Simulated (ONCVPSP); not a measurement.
## strontium: ONCV pseudisation with PBE, scalar-relativistic reference atom.

ONCVPSP 4.0.1 was run on this input:

```
# ATOM AND REFERENCE CONFIGURATION
# atsym  z   nc   nv     iexc    psfile
  Sr 38.00    6    3        4      upf
#
#   n    l    f
    1    0    2.00
    2    0    2.00
    2    1    6.00
    3    0    2.00
    3    1    6.00
    3    2   10.00
    4    0    2.00
    4    1    6.00
    5    0    2.00
#
# PSEUDOPOTENTIAL AND OPTIMIZATION
# lmax
    2
#
#   l,   rc,      ep,       ncon, nbas, qcut
    0    2.50    0.00    4    9    5.90
    1    2.10    0.00    4    8    6.30
    2    2.00    0.06    4    9    4.70
#
# LOCAL POTENTIAL
# lloc, lpopt,  rc(5),   dvloc0
    4    5    1.65    0.00
#
# VANDERBILT-KLEINMAN-BYLANDER PROJECTORs
# l, nproj, debl
    0    2    2.90
    1    2    2.00
    2    1    2.80
#
# MODEL CORE CHARGE
# icmod, fcfact, rcfact
    3    5.25    1.70
#
# LOG DERIVATIVE ANALYSIS
# epsh1, epsh2, depsh
   -3.00    5.00    0.02
#
# OUTPUT GRID
# rlmax, drl
    6.00    0.01
#
# TEST CONFIGURATIONS
# ncnf
    4
# nvcnf
#   n    l    f
    3
    4    0    2.00
    4    1    6.00
    5    0    1.00
#
    3
    4    0    2.00
    4    1    6.00
    5    0    0.00
#
    3
    4    0    2.00
    4    1    6.00
    5    0    1.50
#
    4
    4    0    2.00
    4    1    6.00
    5    0    1.00
    4    2    1.00
#
```

Command:

```bash
oncvpsp.x < Sr.dat > Sr.out
```

Resulting log (shortened: citation, most of the input echo, consistency checks and plot data are left out):

```
ONCVPSP  (Optimized Norm-Conservinng Vanderbilt PSeudopotential)
scalar-relativistic version 4.0.1

#   n    l    f        energy (Ha)
    1    0    2.00    -5.8568928E+02
    2    0    2.00    -7.9306058E+01
    2    1    6.00    -7.0466507E+01
    3    0    2.00    -1.2266173E+01
    3    1    6.00    -9.4134686E+00
    3    2   10.00    -4.7044724E+00
    4    0    2.00    -1.5030625E+00
    4    1    6.00    -8.3869822E-01
    5    0    2.00    -1.2958662E-01

Reference configufation results
  iterations    20
  all-electron total energy (Ha)   -3.17949285D+03

Begin loop to  construct optimized pseudo wave functions
and semi-local pseudopoentials for all angular momenta

Calculating optimized projector #   1

 for l=   0

    Fraction of norm inside rc  0.977001
    Optimizing pswf for qcut=   5.89 a_B^-1,  ecut=  17.36 Ha
    Residual kinetic energy error=  1.45D-08 Ha

    Energy error per electron        Cutoff
         Ha          eV             Ha
         0.01000     0.27211        3.11
         0.00100     0.02721        8.81
         0.00010     0.00272       11.37
         0.00001     0.00027       13.33

Calculating optimized projector #   2

 for l=   0

    Fraction of norm inside rc  0.085106
    Optimizing pswf for qcut=   5.89 a_B^-1,  ecut=  17.36 Ha
    Residual kinetic energy error=  6.26D-08 Ha

    Energy error per electron        Cutoff
         Ha          eV             Ha
         0.01000     0.27211        2.27
         0.00100     0.02721        7.44
         0.00010     0.00272       10.71
         0.00001     0.00027       13.12

   Wellstate for l =  1  n =  6
     eigenvalue =   1.1613
     asymptotic potential =   1.6613
     half-point radius =  4.5703

Calculating optimized projector #   1

 for l=   1

    Fraction of norm inside rc  0.833097
    Optimizing pswf for qcut=   6.29 a_B^-1,  ecut=  19.80 Ha
    Residual kinetic energy error=  5.22D-07 Ha

    Energy error per electron        Cutoff
         Ha          eV             Ha
         0.01000     0.27211        5.58
         0.00100     0.02721        7.39
         0.00010     0.00272       13.33
         0.00001     0.00027       16.57

Calculating optimized projector #   2

 for l=   1

    Fraction of norm inside rc  0.109750
    Optimizing pswf for qcut=   6.29 a_B^-1,  ecut=  19.80 Ha
    Residual kinetic energy error=  5.40D-06 Ha

    Energy error per electron        Cutoff
         Ha          eV             Ha
         0.01000     0.27211        5.70
         0.00100     0.02721        7.84
         0.00010     0.00272       15.40
         0.00001     0.00027       19.12

WARNING wellstate: moderately localized bound state found for n= 4 l=  2
WARNING scattering state with energy  0.05000000
WARNING will be used for the first projector

   Wellstate for l =  2  n =  4
     eigenvalue =   0.0500
     asymptotic potential =   0.5500
     half-point radius =  3.4594

Calculating optimized projector #   1

 for l=   2

    Fraction of norm inside rc  0.460343
    Optimizing pswf for qcut=   4.70 a_B^-1,  ecut=  11.05 Ha
    Residual kinetic energy error=  5.94D-04 Ha

    Energy error per electron        Cutoff
         Ha          eV             Ha
         0.01000     0.27211        7.65
         0.00100     0.02721       10.52
         0.00010     0.00272       29.63
         0.00001     0.00027       73.54

Construct Vanderbilt / Kleinmman-Bylander projectors

B matrix Hermiticity error, ll=   0
   1   2    7.3580E-05

  Orthonormal projector coefficients  4.5024E+00  7.5067E-01

B matrix Hermiticity error, ll=   1
   1   2   -1.4789E-04

  Orthonormal projector coefficients  3.1060E+00  5.0946E-01

Model core correction analysis
  based on d2Exc/dn_idn_j

d2excae - all-electron derivatives

   -3.288321D-02   -2.872908D-02   -1.928175D-03
   -2.872916D-02   -2.781512D-02   -2.876038D-03
   -1.927586D-03   -2.875022D-03   -2.721334D-02

d2excps - pseudofunction derivatives with no core correction

   -4.137519D-02   -3.109446D-02   -2.761463D-03
   -3.109496D-02   -2.978790D-02   -3.122074D-03
   -2.761603D-03   -3.121088D-03   -2.728328D-02

rms 2nd derivative error    3.139595E-03

rmatch, rhocmatch    0.9324    5.0560

Teter function model core charge with specified parameters

d2excps - pseudofunction derivatives with core correction

   -2.316872D-02   -2.096543D-02   -1.550181D-03
   -2.096525D-02   -2.237211D-02   -2.537253D-03
   -1.549553D-03   -2.536204D-03   -2.715386D-02

rms 2nd derivative error    5.218228E-03

Pseudoatom total energy  -31.478809

Diagnostic tests using Vanderbilt-Kleinman-Bylander pseudopotentials
  1 or more projectors used as specified by nproj input data

   l    rcore       rmatch      e in        delta e   norm test  slope test

   0   2.5019765   2.5779420  -1.5030625   0.0000006   1.0000953   1.0000859
   0   2.5019765   2.5779420  -0.1295866   0.0000005   1.0000130   1.0000102

   1   2.1034965   2.1673632  -0.8386982  -0.0000015   1.0000646   1.0000716
   1   2.1034965   2.1673632   1.1613018   0.0000202   1.0001670   1.0001670

   2   2.0052011   2.0660834   0.0500000   0.0000024   1.0000013   1.0000013

 Testing for bound ghosts
   n   l    E NL Schr. Eq   E Basis Diag.   E Cutoff

   1   0       -1.503062       -1.503062     56.14
   2   0       -0.129586       -0.112608     56.14

   2   1       -0.838700       -0.838673     68.55

   3   2       -0.047097       -0.020107     85.44

 Testing for highly-localized positive-energy ghosts
       l    <radius>/rc     E Basis Diag.   E Cutoff

Test configuration 0

   n   l     f        eae           eps        diff
   1   0  2.0000 -585.68928267
   2   0  2.0000  -79.30605834
   2   1  6.0000  -70.46650741
   3   0  2.0000  -12.26617313
   3   1  6.0000   -9.41346860
   3   2 10.0000   -4.70447241
   4   0  2.0000   -1.50306254   -1.50306192    6.23D-07
   4   1  6.0000   -0.83869822   -0.83869968   -1.46D-06
   5   0  2.0000   -0.12958662   -0.12958611    5.11D-07

    Total energies and differences
      AE_ref= -3.17949285D+03  AE_tst= -3.17949285D+03  dif=  0.00D+00
      PS_ref= -3.14788095D+01  PS_tst= -3.14788095D+01  dif=  4.26D-14
      PSP excitation error= -4.26D-14

Test configuration 1

   n   l     f        eae           eps        diff
   1   0  2.0000 -585.92572356
   2   0  2.0000  -79.54203432
   2   1  6.0000  -70.70250960
   3   0  2.0000  -12.50169746
   3   1  6.0000   -9.64896397
   3   2 10.0000   -4.93992021
   4   0  2.0000   -1.73573789   -1.73620922   -4.71D-04
   4   1  6.0000   -1.06992142   -1.06997818   -5.68D-05
   5   0  1.0000   -0.30679261   -0.30685506   -6.24D-05

    Total energies and differences
      AE_ref= -3.17949285D+03  AE_tst= -3.17927657D+03  dif=  2.16D-01
      PS_ref= -3.14788095D+01  PS_tst= -3.12624921D+01  dif=  2.16D-01
      PSP excitation error= -3.62D-05

Test configuration 2

   n   l     f        eae           eps        diff
   1   0  2.0000 -586.20863026
   2   0  2.0000  -79.82407011
   2   1  6.0000  -70.98458850
   3   0  2.0000  -12.78288192
   3   1  6.0000   -9.93009147
   3   2 10.0000   -5.22095918
   4   0  2.0000   -2.01109303   -2.01266705   -1.57D-03
   4   1  6.0000   -1.34197043   -1.34232481   -3.54D-04

    Total energies and differences
      AE_ref= -3.17949285D+03  AE_tst= -3.17887211D+03  dif=  6.21D-01
      PS_ref= -3.14788095D+01  PS_tst= -3.08578092D+01  dif=  6.21D-01
      PSP excitation error= -2.54D-04

Test configuration 3

   n   l     f        eae           eps        diff
   1   0  2.0000 -585.80116947
   2   0  2.0000  -79.41776390
   2   1  6.0000  -70.57822329
   3   0  2.0000  -12.37770295
   3   1  6.0000   -9.52498716
   3   2 10.0000   -4.81597225
   4   0  2.0000   -1.61349421   -1.61366959   -1.75D-04
   4   1  6.0000   -0.94857998   -0.94859415   -1.42D-05
   5   0  1.5000   -0.21536477   -0.21537924   -1.45D-05

    Total energies and differences
      AE_ref= -3.17949285D+03  AE_tst= -3.17940689D+03  dif=  8.60D-02
      PS_ref= -3.14788095D+01  PS_tst= -3.13928382D+01  dif=  8.60D-02
      PSP excitation error= -9.17D-06

Test configuration 4

   n   l     f        eae           eps        diff
   1   0  2.0000 -585.65731527
   2   0  2.0000  -79.26958877
   2   1  6.0000  -70.43039924
   3   0  2.0000  -12.23010416
   3   1  6.0000   -9.37735004
   3   2 10.0000   -4.66797563
   4   0  2.0000   -1.46719872   -1.46892877   -1.73D-03
   4   1  6.0000   -0.80607734   -0.80643131   -3.54D-04
   5   0  1.0000   -0.12091683   -0.12113570   -2.19D-04
   4   2  1.0000   -0.03348209   -0.03336775    1.14D-04

    Total energies and differences
      AE_ref= -3.17949285D+03  AE_tst= -3.17940742D+03  dif=  8.54D-02
      PS_ref= -3.14788095D+01  PS_tst= -3.13931336D+01  dif=  8.57D-02
      PSP excitation error= -2.49D-04
```

The run took about 3.7 s on one core of a shared server CPU.
